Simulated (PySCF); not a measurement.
**MnO₃⁻, singlet: structure and spectrum**

Computed with PBE/[Mn def2-SVPD, O def2-SVPD], no relativity, density fitting, PySCF.

The structure is a minimum.

Z-matrix (Å, degrees; charge -1 multiplicity 1):
```
Mn
O  1 1.6075
O  1 1.6075 2 120.00
O  1 1.6075 2 120.00 3 180.00
```

* Point group: D3h
* Bond lengths: Mn–O 1.607 Å (×3)
* Bond angles: O–Mn–O 120.0° (×3)
* Heat capacity Cp at 298.15 K: 60.3 J/(mol K)
* Entropy at 298.15 K and 1 bar: 278.2 J/(mol K)
* Rotational symmetry number: 6
* Lowest empty level: 1.08 eV
* Dipole moment about the centre of mass: 0.00 D
* Principal polarisabilities: 44.8, 60.4, 60.4 bohr³
* Enthalpy at 298.15 K above 0 K: 14.01 kJ/mol
* Highest occupied level: 0.08 eV
* Rotational constants: 0.2719, 0.2719, 0.136 cm⁻¹
* Zero-point energy: 21.8 kJ/mol
* Principal quadrupole moments (Buckingham, traceless) about the centre of mass: -4.44, -4.44, 8.88 D Å

Harmonic modes (masses in u: Mn 54.938, O 15.995):
```csv
symmetry,ω (cm⁻¹),"IR (km/mol, summed over degenerate members)",type
a2'',142,1.9,bend
e',331,0.0,bend
a1',888,0.0,stretch
e',977,493,stretch
```

In D3h the vibrations span a2'' + 2e' + a1'. The a1' mode carries no infrared intensity, as symmetry demands.

Charges (e); Mulliken and Löwdin values are unreliable with diffuse functions:
```
  atom  Mulliken  Löwdin  polar tensor  Mayer order to Mn1
   Mn1      1.19    0.98          0.96                   –
O2,3,4     -0.73   -0.66         -0.65                1.30
```

Mulliken populations on Mn1: s 6.59, p 12.10, d 5.12, f 0.01.

The highest occupied level lies above zero, a sign of self-interaction error or too small a basis; response properties are unreliable. Other isomers or separated fragments may lie lower. The lowest empty level of this anion is unbound, so it and the gap depend on the basis. At the minimum of this search the closed-shell solution is unstable towards spin polarisation, so a lower open-shell solution exists.

The final relaxation and frequency run took 36 s on 2 threads of a shared Arm Neoverse N1 host, with 103 basis functions and 7 gradients; the process peaked at 1.1 GiB. Launch command: `OMP_NUM_THREADS=2 python axn.py task.json out`.
